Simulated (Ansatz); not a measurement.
| atom | x (Å) | y (Å) | z (Å) |
| --- | --- | --- | --- |
| Si | 0.0000 | 0.0000 | 0.0000 |
| O | 0.0000 | 2.5647 | 0.0000 |
| Al | 0.0000 | -3.3617 | 0.0000 |

Basis set: pcseg-2 (spherical functions). Charge 0, multiplicity 4.

Computed with Ansatz (development build ahead of 0.2.0); each method stands on the lowest determinant of its kind that the runs found.

The atomization energy at this shape (free ground-state atoms in the same class of orbitals less the molecule, no zero-point energy) of quartet AlSiO:

```
method  atomization energy
  ROHF      -7.58 kcal/mol
```

(1) What does UHF give?

Answers

(1) 10.54 kcal/mol. Caution: other spin multiplicities may lie lower; the shape is not the minimum. Caution for UHF: the unrestricted determinant is a mixture of spin states. Caution for ROHF: an unrestricted determinant lies well below.
